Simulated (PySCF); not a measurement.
CH6GeO4 (SMILES C[O][Ge]([OH])([OH])[OH]), singlet, at a GFN2-xTB geometry; DF-CAMB3LYP/6-31G** (PySCF).

The PySCF input:
```python
from pyscf import gto, scf, dft

mol = gto.Mole()
mol.atom = '''
    C     2.45217545   -0.49666884   -0.07643182
    O     1.39178662    0.42523674    0.11330981
    Ge   -0.30753584    0.06533967    0.00945921
    O    -0.96270025   -0.80854969    1.34635662
    O    -1.08660272    1.59885380   -0.03017887
    O    -0.59030639   -0.89662975   -1.39240803
    H     2.35028969   -1.02881569   -1.02236603
    H     2.49237155   -1.22225359    0.73761253
    H     3.36990618    0.09217989   -0.08500675
    H    -1.08082767   -0.30384533    2.14922089
    H    -0.66379146    2.26619619   -0.56764595
    H    -1.35727197   -1.46560639   -1.35255440
'''
mol.basis = '6-31g**'
mol.verbose = 4
mol.max_memory = 1800
mol.build()

mf = dft.RKS(mol)
mf.xc = 'camb3lyp'
mf = mf.density_fit(auxbasis='def2-universal-jkfit')
mf.kernel()
```

The log (banner, timings and long lists left out):

```
PySCF version 2.14.0

[INPUT] verbose = 4
[INPUT] num. atoms = 12
[INPUT] num. electrons = 76
[INPUT] charge = 0
[INPUT] spin (= nelec alpha-beta = 2S) = 0
[INPUT] symmetry False subgroup None
[INPUT] Mole.unit = angstrom
[INPUT] Symbol           X                Y                Z      unit          X                Y                Z       unit  Magmom
[...]
nuclear repulsion = 552.012482984485
number of shells = 60
number of NR pGTOs = 272
number of NR cGTOs = 132
basis = 6-31g**
ecp = {}

******** <class 'pyscf.df.df_jk.DFRKS'> ********
method = DFRKS
initial guess = minao
damping factor = 0
level_shift factor = 0
DIIS = <class 'pyscf.scf.diis.CDIIS'>
diis_start_cycle = 1
diis_space = 8
diis_damp = 0
SCF conv_tol = 1e-09
SCF conv_tol_grad = None
SCF max_cycles = 50
direct_scf = False
XC library pyscf.dft.libxc version 7.1.2
    S. Lehtola, C. Steigemann, M. J. T. Oliveira, and M. A. L. Marques,  SoftwareX 7, 1–5 (2018)
XC functionals = camb3lyp
    T. Yanai, D. P. Tew, and N. C. Handy,  Chem. Phys. Lett. 393, 51 (2004)
radial grids:
    Treutler-Ahlrichs [JCP 102, 346 (1995); DOI:10.1063/1.469408] (M4) radial grids

becke partition: Becke, JCP 88, 2547 (1988); DOI:10.1063/1.454033
pruning grids: <function nwchem_prune>
grids dens level: 3
symmetrized grids: False
atomic radii adjust function: <function treutler_atomic_radii_adjust>
small_rho_cutoff = 0
Set gradient conv threshold to 3.16228e-05
Initial guess from minao.
tot grids = 149936
******** <class 'pyscf.df.df.DF'> ********
auxbasis = def2-universal-jkfit
Create RSH-DF object <pyscf.df.df.DF object> for omega=0.33
******** <class 'pyscf.df.df.DF'> ********
auxbasis = auxmol.basis = def2-universal-jkfit
init E= -2419.4072274825
[...]
cycle= 1 E= -2419.1127930195  delta_E= 0.294  |g|= 1.31  |ddm|= 3.44
[...]
cycle= 2 E= -2418.98815839321  delta_E= 0.125  |g|= 1.61  |ddm|= 1.95
[...]
cycle= 3 E= -2419.41011527389  delta_E= -0.422  |g|= 0.0507  |ddm|= 1.08
[...]
cycle= 4 E= -2419.41041082683  delta_E= -0.000296  |g|= 0.028  |ddm|= 0.0484
[...]
cycle= 5 E= -2419.41051453231  delta_E= -0.000104  |g|= 0.00943  |ddm|= 0.0219
[...]
cycle= 6 E= -2419.41052996147  delta_E= -1.54e-05  |g|= 0.00299  |ddm|= 0.00781
[...]
cycle= 7 E= -2419.41053123236  delta_E= -1.27e-06  |g|= 0.000352  |ddm|= 0.00207
[...]
cycle= 8 E= -2419.41053126223  delta_E= -2.99e-08  |g|= 7.47e-05  |ddm|= 0.000517
[...]
cycle= 9 E= -2419.41053126357  delta_E= -1.34e-09  |g|= 2.48e-05  |ddm|= 8.28e-05
[...]
cycle= 10 E= -2419.41053126373  delta_E= -1.66e-10  |g|= 1.04e-05  |ddm|= 3.26e-05
[...]
Extra cycle  E= -2419.41053126372  delta_E= 1.27e-11  |g|= 1.28e-05  |ddm|= 1.74e-05
converged SCF energy = -2419.41053126372
```
